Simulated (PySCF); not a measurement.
**Static response to an electric field**

C₅H₇NO.
Structure used (GFN2-xTB), in Å, numbered top down from 1:
```
atom  x, y, z in Å
C1     2.051   -0.257   -0.143
N2     0.655    0.055   -0.041
C3     0.125    1.265    0.252
C4    -1.241    1.158    0.303
C5    -1.548   -0.191    0.033
O6    -2.814   -0.706   -0.013
C7    -0.362   -0.849   -0.172
H8     2.208   -1.009   -0.917
H9     2.440   -0.646    0.803
H10    2.610    0.641   -0.406
H11    0.749    2.124    0.400
H12   -1.947    1.937    0.504
H13   -2.760   -1.644   -0.222
H14   -0.168   -1.879   -0.403
```

Level: PBE0/def2-SVPD (PySCF), static field, nuclei fixed, core orbitals frozen in the response. The polarisability tensor in these axes (au):

```
x   86.18  0.11 -1.32
y    0.11 73.53  5.46
z   -1.32  5.46 48.27
```

Task: Give the principal values, the mean and the anisotropy Δα = √{½[(α1 − α2)² + (α2 − α3)² + (α1 − α3)²]}.

Result: Principal values 47.10, 74.66 and 86.23 au; mean 69.33 au = 10.27 Å³ = 11.43 × 10⁻⁴⁰ C²·m²/J; Δα = 34.82 au (50 % of the mean).

Task: What is the dipole moment, and where does it point?

Result: (2.81, -1.38, -0.45) D, 3.16 D in size, pointing from the negative to the positive side. Measured along this direction, the outermost atoms are H12 at the negative end and H8 at the positive end.

Task: In TDDFT the mean static polarisability is Σ f/ω² over all singlet excitations (ω in hartree). How much of it do the 8 lowest give? Their energies (eV) and oscillator strengths: 5.14, 0.0018; 5.47, 0.0011; 5.82, 0.0998; 6.03, 0.0032; 6.21, 0.0085; 6.37, 0.0473; 6.42, 0.0269; 6.48, 0.0084.

Result: They add up to 3.98 au, 5.7 % of the 69.33 au; the largest single term is 2.18 au, from the state at 5.82 eV. Terms in order: 0.05, 0.03, 2.18, 0.07, 0.16, 0.86, 0.48, 0.15 au. Higher excitations give the rest. The strengths listed sum to 0.197.

Task: Molar refractivity from α?

Result: Lorentz–Lorenz: R = (4π/3)N_A α = 2.5225 cm³/(mol·Å³) × 10.27 Å³ = 25.9 cm³/mol, in the limit of long wavelengths.

Task: Refractivity n − 1 of an ideal gas of it at 298.15 K and 1 atm, from the electronic α?

Result: N = p/kT = 2.4615 × 10¹⁹ cm⁻³, so n − 1 = 2π × N × 10.27 × 10⁻²⁴ cm³ = 1589 × 10⁻⁶ at long wavelengths, for an ideal gas.

Task: What depolarisation ratio follows for Rayleigh scattering of linearly polarised light, taking the static tensor?

Result: ρ = 3Δα²/(45ᾱ² + 4Δα²) = 3637.0/(216295 + 4849.4) = 0.0164.

The structure is a single GFN2-xTB conformer in the gas phase; no vibrational or solvent corrections.
